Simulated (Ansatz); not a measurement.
C4H6Te (`C=CC(=C)[TeH]`). Charge 0, multiplicity 1. Te: def2 effective core potential. All single points use the PBE0-D4/def2-TZVP geometry. It is one conformer, not always the lowest.

```xyz
11

C     0.253   -0.070   -1.807
C     0.496   -0.468   -0.561
C    -0.198   -0.049    0.647
C     0.066   -0.605    1.831
Te   -1.747    1.391    0.564
H    -0.542    0.630   -2.037
H     0.840   -0.448   -2.634
H     1.298   -1.184   -0.384
H     0.790   -1.412    1.906
H    -0.417   -0.287    2.747
H    -0.840    2.502   -0.271
```

(1) What is the dipole moment at B3LYP/def2-TZVPP? (Estimate.)

(2) And with PBE, r2SCAN, ωB97M-V? (Estimate.)

(3) Give the Mulliken charges with B3LYP, PBE, r2SCAN in def2-TZVPP. (Estimate.)

Answers

(1) The calculation gave: 0.85 D, with components (0.65, -0.54, -0.06) D in this frame, pointing from negative to positive charge.

(2) Ansatz gave: PBE 0.87 D, r2SCAN 0.95 D, ωB97M-V 0.85 D.

(3) Ansatz gave: 
| atom | B3LYP | PBE | r2SCAN |
| --- | --- | --- | --- |
| C1 | -0.19 | -0.16 | -0.15 |
| C2 | -0.16 | -0.17 | -0.15 |
| C3 | 0.00 | 0.05 | 0.04 |
| C4 | -0.24 | -0.22 | -0.19 |
| Te5 | 0.11 | 0.06 | 0.05 |
| H6 | 0.10 | 0.08 | 0.08 |
| H7 | 0.11 | 0.10 | 0.09 |
| H8 | 0.10 | 0.09 | 0.07 |
| H9 | 0.10 | 0.09 | 0.07 |
| H10 | 0.12 | 0.11 | 0.10 |
| H11 | -0.03 | -0.02 | -0.02 |

B3LYP here is the variant with VWN-RPA as its local correlation; programs differ in this.
